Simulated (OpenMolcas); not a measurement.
Yb3+ in a ligand field

Yb3+ with 2 ligands (oxide) in linear coordination (D∞h) at 1.99 Å. A charge of +0.5 e stands 2.6 Å behind each ligand. Ligand basis ANO-RCC-VDZP.

* Program: OpenMolcas
* Method: CASSCF
* Basis: ANO-RCC-VDZP [7s6p4d2f1g]
* Scalar Hamiltonian: DKH2, point nucleus
* Active space: 13 electrons in 7 orbitals (4f)
* State averaging: 2S+1 = 2 odd, 7 roots
* Spin-orbit coupling: RASSI with atomic mean-field integrals over the reference wave functions

The lowest spin-free states (labels by Λ), above the lowest:

| State | Degeneracy | E (cm-1) |
| --- | --- | --- |
| 2Σ | 1 | 0.0 |
| 2Π | 2 | 1323 |
| 2Δ | 2 | 2983 |
| 2Φ | 2 | 4731 |

The lowest levels with spin-orbit coupling:

```
E (cm-1)  Degeneracy  2S+1               g
     0.0           2     2  1.26 4.54 4.54
    1240           2     2  0.00 0.00 3.55
    2711           2     2  0.00 0.00 5.79
    4260           2     2  0.00 0.00 8.00
   10794           2     2  0.74 2.54 2.54
   12511           2     2  0.00 0.00 2.45
   14439           2     2  0.00 0.00 4.21
```

Powder χT (cm3 K/mol): 1.34 at 2 K, 1.35 at 10 K, 1.41 at 50 K, 1.47 at 100 K, 1.61 at 200 K, 1.74 at 300 K. The effective moment at 300 K is 2.828 √(χT) = 3.73 μB.

Hund's rules give f13 the level 2F7/2 with g = 1.143, so an isolated free-ion multiplet has χT = g² J(J+1) / 8 = 2.571 cm3 K/mol. The computed 1.737 at 300 K differs by -32 %, through the field's splitting, the mixing of terms and any other multiplet in reach.

Stevens parameters of the J = 7/2 multiplet, which is 4260 cm-1 wide (cm-1, z along the main axis): B20 = 1.143e+02, B40 = -4.946e-01, B60 = 1.121e-02.

Metal share of the active 4f orbitals (Löwdin): 98, 99, 99, 100, 100, 100, 100 %; Mulliken charge of the metal 1.66.

The oxide ions are held by bare point charges, a crude embedding. Without dynamic correlation the ligand-field splitting of an f shell can come out too small, at times by half. No measured value stands beside these numbers; the geometry was imposed, not optimised, and the real ion may take another.
